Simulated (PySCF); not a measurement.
Level of theory: TPSSh-D3(BJ)/def2-TZVP // CAM-B3LYP-D3(BJ)/def2-SVP (PySCF). Gas-phase values, no solvent. Excitations are Tamm–Dancoff values on a coarser integration grid. The basis has no diffuse functions, so Rydberg states are missing or too high.

Reference species (SMILES): `[SeH+]1[GaH2-][SeH+][GaH2-]1` (neutral, multiplicity 1).

The S1 oscillator strength comes out as 0.000, the dipole moment comes out as 0.05 D and the S1–T1 gap (TDA) comes out as 0.39 eV.

Changed species: `[SeH+]1[InH2-][SeH+][InH2-]1`.

Q: Give the shifts of the S1 oscillator strength, dipole moment and S1–T1 gap (TDA).

A: the S1 oscillator strength hardly moves; the dipole moment rises by 0.98 D, to 1.03 D; the S1–T1 gap (TDA) drops by 0.17 eV, to 0.22 eV.
